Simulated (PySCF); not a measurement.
A GIAO shielding run with PySCF 2.14.0 with density-fitted response routines (density fitting, non-relativistic, gas phase) on SMILES C1CN[Si@@H](NC)[C@H]1C(F)F, C5H12F2N2Si:

```
$ OMP_NUM_THREADS=1 python probes_run.py task.json out

{"job": {"kind": "nmr", "xc": "PBE0", "basis": "pcSseg-1"}, "charge": 0, "multiplicity": 1}
C      3.058338    -0.045983    -0.086047
N      1.743623     0.542666    -0.219581
Si     0.464801     0.098461     0.838198
N      0.070178    -1.559343     0.628580
C     -1.340671    -1.781915     0.373232
C     -1.813509    -0.594056    -0.458202
C     -1.219621     0.669903     0.160298
C     -1.127814     1.788854    -0.833250
F     -0.448051     2.853680    -0.318021
F     -2.351890     2.281296    -1.176450
H      2.940873    -1.119857     0.034441
H      3.645311     0.146862    -0.984355
H      3.606298     0.339466     0.779819
H      1.809319     1.523359    -0.451597
H      0.614475     0.512832     2.245497
H      0.529793    -2.324765     1.091636
H     -1.477483    -2.721394    -0.169415
H     -1.916365    -1.839897     1.307123
H     -1.424862    -0.704274    -1.472284
H     -2.902277    -0.556718    -0.508335
H     -1.848676     1.008675     0.984314
H     -0.622200     1.501532    -1.766450
```

Hardware: 1 thread of an Arm Neoverse V2, shared host. The job also computes population analyses, field gradients, ring-centre shieldings.

Problem. How large is the calculation?

Solution. 88 electrons, 237 basis functions and 1242 auxiliary functions.

Problem. How long does it take, and how much memory does it need?

Solution. 50 s of wall time, with 13 SCF cycles and 4 response iterations; peak memory 1.1 GiB. Times on a shared host scatter by some tens of per cent.
